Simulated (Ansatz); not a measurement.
Correlation energies of AlFH4SSi (`F[SiH]([AlH2])S`) by basis set

```csv
atom,x (Å),y (Å),z (Å)
F1,-1.9381,0.7204,1.2339
Si2,-1.2109,-0.1165,0.0752
Al3,1.0385,-0.9420,0.0827
S4,0.3191,1.2831,-0.8862
H5,-2.2015,-0.2599,-1.0261
H6,1.9467,-0.5937,1.3308
H7,1.3965,-1.9164,-1.1111
H8,0.6498,1.8251,0.3008
```

Charge 0, multiplicity 1. The structure was optimised at the PBE0-D4/def2-TZVP level. It is one conformer, not always the lowest. Frozen core, restricted reference, Ansatz. CBS rows extrapolate triple and quadruple zeta; past MP2 they add the triple-zeta difference.

```tsv
basis	HF (Eh)	MP2 corr.	CCSD corr.	(T)	CCSD(T) total
def2-SVP	-1029.83401	-0.48082	-0.52814	-0.01271	-1030.37486
def2-TZVPP	-1030.29683	-0.63356	-0.67956	-0.02535	-1031.00174
def2-QZVPP	-1030.32906	-0.68982	–	–	–
CBS(def2)	-1030.33350	-0.73150	-0.77751	as TZ	-1031.13636
```
